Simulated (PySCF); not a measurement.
Simulation results for C2H6BO, BH4OSi

All values are calculated (PySCF 2.14.0). Calculation on a computer-drawn molecule: optimised geometry and harmonic frequencies of an isolated molecule of the commonest isotopes, restricted reference for singlets and unrestricted otherwise, frozen core in MP2.

(1) C2H6BO

Start structure:
```xyz
10
C2H6BO
B     -0.9394     0.2117     0.9045
O     -0.2204     0.6125    -0.0717
C     -0.2134     0.2522    -1.3525
C      0.6999     0.9120    -2.2359
H     -1.8091    -0.7828     0.7250
H     -0.8852     0.6901     1.9873
H     -0.8489    -0.6079    -1.6994
H      0.2544     1.3356    -3.1325
H      1.4396     0.2382    -2.7065
H      1.3052     1.6815    -1.7009
```

- charge: 0
- multiplicity: 2
- method: HF
- basis: cc-pVDZ
- rotational constants: 37.54, 4.424, 4.095 GHz
- total energy: -178.7717 hartree
- spin squared: 0.7605
- convergence status largest gradient component: 2.782e-05 hartree/bohr

Drawn bonds:
```
atom  other atom  order
   1           2      1
   2           3      1
   3           4      1
   1           5      1
   1           6      1
   3           7      1
   4           8      1
   4           9      1
   4          10      1
```

Optimised structure:
```xyz
10
C2H6BO
B     -0.9255     0.0792     0.9077
O     -0.1833     0.6657    -0.0507
C     -0.4037     0.5011    -1.3936
C      0.7313     0.9109    -2.2669
H     -1.8179    -0.6726     0.6144
H     -0.6514     0.3360     2.0450
H     -1.0482    -0.3301    -1.6614
H      0.4309     0.8832    -3.3150
H      1.5946     0.2458    -2.1409
H      1.0559     1.9238    -2.0212
```

Modes:
```
frequency (cm⁻¹)  reduced mass (dalton)
            87.8                   2.78
           191.6                  1.107
           293.4                  2.287
           409.2                  1.258
           477.5                  2.736
           642.2                  1.304
           921.9                  2.014
            1072                  1.368
            1103                  1.418
            1130                   1.36
            1180                  2.354
            1234                  1.986
            1326                  1.439
            1445                  3.088
            1470                   1.34
            1540                  1.556
            1566                  1.051
            1584                  1.059
            2668                  1.055
            2757                  1.126
            3145                  1.049
            3228                  1.086
            3270                  1.102
            3307                   1.09
```

(2) BH4OSi

Start structure:
```xyz
7
BH4OSi
B     -0.0753    -2.8384     2.8129
O      0.7080    -2.2105     2.1001
Si     0.7634    -1.1725     0.7458
H      0.3759    -3.5981     3.6734
H     -1.2674    -2.8844     2.6396
H      1.6944    -0.1541     1.3725
H     -0.5321    -0.3917     0.8766
```

* charge: -1
* multiplicity: 1
* method: HF
* basis: aug-cc-pV(D+d)Z
* rotational constants: 48.25, 5.585, 5.208 GHz
* total energy: -390.8642 hartree
* convergence status largest gradient component: 3.365e-05 hartree/bohr

Drawn bonds:
```
atom  other atom  order
   1           2      1
   2           3      1
   1           4      1
   1           5      1
   3           6      1
   3           7      1
```

Optimised structure:
```xyz
7
BH4OSi
B     -0.0653    -2.8842     2.8078
O      0.8574    -2.2696     2.1092
Si     0.7983    -1.1677     0.6922
H      0.2620    -3.6534     3.7008
H     -1.2583    -2.7320     2.6108
H      1.6344    -0.0395     1.3184
H     -0.5615    -0.5033     0.9817
```

Modes:
```
frequency (cm⁻¹)  reduced mass (dalton)
           44.57                  1.379
           232.4                  2.881
           281.1                  1.258
           558.7                   8.62
           807.8                  1.078
           869.3                  1.121
            1029                  1.055
            1073                  1.415
            1124                  1.384
            1290                  1.202
            1498                  4.902
            1942                  1.047
            1970                  1.037
            2483                  1.087
            2520                  1.082
```

(3) BH4OSi

Start structure:
```xyz
7
BH4OSi
B     -0.0653    -2.8842     2.8078
O      0.8574    -2.2696     2.1092
Si     0.7983    -1.1677     0.6922
H      0.2620    -3.6534     3.7008
H     -1.2583    -2.7320     2.6108
H      1.6344    -0.0395     1.3184
H     -0.5615    -0.5033     0.9817
```

- charge: -1
- multiplicity: 1
- method: MP2
- basis: aug-cc-pV(D+d)Z
- rotational constants: 43.92, 5.507, 5.093 GHz
- total energy: -391.2721 hartree
- convergence status largest gradient component: 1.718e-05 hartree/bohr

Drawn bonds:
```
atom  other atom  order
   1           2      1
   2           3      1
   1           4      1
   1           5      1
   3           6      1
   3           7      1
```

Optimised structure:
```xyz
7
BH4OSi
B     -0.0663    -2.8917     2.8117
O      0.9156    -2.2724     2.1463
Si     0.7725    -1.1675     0.6709
H      0.2279    -3.6514     3.7289
H     -1.2493    -2.7342     2.5401
H      1.6293    -0.0368     1.2698
H     -0.5627    -0.4957     1.0532
```

Modes:
```
frequency (cm⁻¹)  reduced mass (dalton)
           52.71                  1.357
           228.1                  2.825
             310                  1.221
             512                  9.048
           751.3                  1.072
           802.2                  1.122
             975                  1.054
            1004                  1.395
            1039                  1.373
            1215                  1.219
            1400                  4.627
            1939                  1.045
            1954                  1.038
            2454                  1.056
            2488                  1.116
```
